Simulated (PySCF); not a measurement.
CH6ClFSi2, SMILES F[Si@@H](C[SiH3])Cl.

Geometry: PBE0-D3(BJ)/def2-SVP. The structure was generated by enumeration; whether it is a known compound was not checked. Other conformers were not sampled.

Two levels are set side by side: PBE/def2-TZVP (PySCF) and PBE0/def2-TZVP (PySCF). Same geometry, gas phase. Differences are taken from unrounded values.

```tsv
quantity	PBE0
orbital gap (eV)	9.33
highest occupied level (eV)	-8.93
lowest empty level (eV)	0.40
dipole moment (D)	2.27
mean polarisability (bohr³)	73.0
```

Problem. What does PBE give, and how far is it from PBE0? (The exact figures need the calculation; the answer reports its results.)

Solution. 
```
quantity                       PBE  PBE minus PBE0
---------------------------  -----  --------------
orbital gap (eV)              7.13           -2.20
highest occupied level (eV)  -7.60            1.33
lowest empty level (eV)      -0.47           -0.87
dipole moment (D)             2.15           -0.11
mean polarisability (bohr³)   75.8             2.8
```

Without exact exchange PBE keeps part of each electron's self-repulsion, which lifts occupied levels and narrows the gap. Loosely held outer electrons make PBE densities more polarisable. Differences between two approximate levels are no errors against the true value.

Rough cost on one machine, each run with all the roots and properties that it gave: PBE0 against PBE within a factor of 2.
